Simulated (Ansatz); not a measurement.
Cu(I) anion (CuI), SMILES [Cu][I] (connectivity only; charge and spin as stated), charge -1, multiplicity 2.

Geometry optimised at PBE0-D3(BJ)/def2-TZVPD. The spin state was assumed, not searched. The def2 effective core potentials stand for the cores of I; spin–orbit coupling is left out.

Two levels are set side by side: PBE/def2-TZVPD (Ansatz, a first-principles code) and CAM-B3LYP/def2-TZVPD (Ansatz). Energy differences of separate SCF runs at the same geometry; the states with an electron removed or added have multiplicity 1. Differences are taken from unrounded values.

| quantity | CAM-B3LYP |
|---|---|
| vertical ionisation energy (eV) | 1.57 |

Task: What does PBE give, and how far is it from CAM-B3LYP? (An estimate is asked for; the answer gives what the named calculation found.)

Result: 
```
quantity                          PBE  PBE minus CAM-B3LYP
-------------------------------  ----  -------------------
vertical ionisation energy (eV)  1.59                 0.02
```

On these quantities the two levels nearly agree.
